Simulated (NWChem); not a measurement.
CH6FNOSi; SMILES C[Si](N)(O)F

```xyz
11

C     -0.4084    -1.7518     0.3780
Si     0.0049     0.0218     0.0283
N     -1.3369     0.8346    -0.6283
O      0.4879     0.9078     1.3424
F      1.3120    -0.0044    -0.9582
H     -0.7615    -2.2620    -0.5322
H     -1.1960    -1.8287     1.1422
H      0.4772    -2.2972     0.7378
H     -1.9826     0.3889    -1.2667
H     -1.3611     1.8446    -0.6948
H      1.4361     0.9264     1.4992
```
Atoms are numbered in this order, from 1.

Results from NWChem. Pople sets run with spherical d functions. The geometry was optimised at PBE0/def2-SVP. GIAO values for the isolated, static molecule; σ is the absolute isotropic shielding, δ = σ(reference) − σ with the isolated reference molecule computed at the same levels (13C: tetramethylsilane, 19F: trichlorofluoromethane, 1H: tetramethylsilane, 15N: ammonia, 17O: water, 29Si: tetramethylsilane).

```tsv
level	δ C1 (ppm)	δ Si2 (ppm)	δ N3 (ppm)	δ O4 (ppm)	δ F5 (ppm)	δ H9 (ppm)	δ H10 (ppm)
PBE/pcSseg-1	-4.7	-19.6	33.6	56.5	-139.5	0.59	0.88
Hartree-Fock/6-31G*	-2.7	-24.4	12.4	21.3	-80.3	0.42	0.74
PBE0/pcSseg-1	-4.2	-19.3	30.0	48.8	-125.1	0.70	1.00
LDA (Slater exchange, VWN5)/pcSseg-1	-5.2	-14.2	41.1	66.6	-136.2	0.71	0.99
```
